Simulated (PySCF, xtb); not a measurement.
BH3N, SMILES [NH]B (connectivity only; charge and spin as stated), charge -1, multiplicity 1.

Harmonic wavenumbers (cm⁻¹) from xtb with GFN2-xTB at its own minimum, in rising order: 793, 825, 873, 1110, 1171, 1475, 1749, 2124, 3183.

Q: What does PBE0-D3(BJ)/def2-TZVPD (PySCF 2.14.0) give at its own minimum? (The exact figures need the calculation; the answer reports its results.)

A: 815, 902, 937, 1096, 1158, 1423, 2212, 2299, 3437. Paired by order, the mean absolute difference is 126 cm⁻¹ and the zero-point energies are 19.0 and 20.4 kcal/mol.
